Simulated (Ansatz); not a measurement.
PBE exchange is replaced step by step with exact exchange (0 % is PBE, 25 % PBE0; no dispersion term), basis def2-SVPD, Ansatz. System: the cluster Si₇⁻. The state is a doublet with charge -1. Geometry: PBE-D4/def2-SVPD, each spin state at its own.

The relaxed quartet has other bonds than the doublet, so its gap is one between isomers.

Geometry of the doublet:

```tsv
atom	x (Å)	y (Å)	z (Å)
Si1	-0.330	0.550	0.950
Si2	-0.444	2.830	0.668
Si3	-0.480	-1.738	0.037
Si4	0.753	-0.109	-1.337
Si5	1.436	1.863	-0.370
Si6	-1.303	-1.176	2.107
Si7	0.368	-2.220	-2.055
```

The structure comes from a short search, and lower isomers may exist.

HOMO and LUMO are taken over both spins.

```tsv
exact exchange (%)	HOMO (eV)	LUMO (eV)	gap (eV)	⟨S²⟩	quartet − doublet (kJ/mol)
15	-1.04	0.21	1.25	0.764	75.7
40	-1.81	0.78	2.59	0.785	73.0
```

(1) Estimate the row for 10 %.

Results:

(1) 
```json
{"exact exchange (%)": "10", "HOMO (eV)": "-0.89", "LUMO (eV)": "0.11", "gap (eV)": "0.99", "⟨S²⟩": "0.762", "quartet − doublet (kJ/mol)": "76.0"}
```
